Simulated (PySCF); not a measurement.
Geometry (Å), atoms numbered from 1 in this order:
```xyz
12

O    -2.491    1.123    0.551
S    -1.937   -0.107   -0.001
O    -2.148   -1.292    0.823
O    -2.200   -0.307   -1.422
C    -0.140    0.133    0.060
C     0.779   -0.844   -0.381
C     2.069   -0.450   -0.245
S     2.187    1.137    0.429
C     0.454    1.246    0.520
H     0.464   -1.792   -0.778
H     2.971   -0.977   -0.493
H    -0.007    2.129    0.911
```

Total charge -1.

Geometry: GFN2-xTB; GIAO shifts from PySCF 2.14.0 with density-fitted response routines, gas phase, non-relativistic, averaged over equivalent atoms.

At PBE0/6-31G* (140 basis functions, 18 s wall time on 1 thread of an Intel Xeon Platinum 8488C, shared host):
```
   atoms  δ (ppm)
O1/O3/O4    193.1
      C5    151.2
      C6    122.6
      C9    117.2
      C7    116.0
     H10     7.06
     H12     6.59
     H11     6.12
```

Chemical shifts δ = σref − σ; 17O (σref 325.96) vs H2O; 13C (σref 196.39) and 1H (σref 32.41) against TMS, all at this level.

**Question.** Predict the values at PBE0/pcSseg-1 on the same geometry.

**Answer.** 
| atoms | δ at PBE0/pcSseg-1 | change |
| --- | --- | --- |
| O1/O3/O4 | 235.3 | +42.2 |
| C5 | 165.6 | +14.4 |
| C6 | 135.0 | +12.4 |
| C9 | 126.5 | +9.3 |
| C7 | 126.3 | +10.3 |
| H10 | 7.36 | +0.30 |
| H12 | 7.02 | +0.43 |
| H11 | 6.41 | +0.29 |

Scale: 17O (σ = 336.08 ppm) against H2O; 13C (σ = 186.93 ppm), 1H (σ = 31.72 ppm) against TMS (reference shieldings calculated alike).

The largest change is at O1/O3/O4 (oxygen of an anionic S–O group). Cost: 182 basis functions, 27 s wall time on 1 thread of an Arm Neoverse V2, shared host. The order of the carbon signals is the same at both levels.

Experimental scales use liquid or dissolved standards, which lie at an offset from isolated H2O (liquid H2O: subtract about 36 ppm).
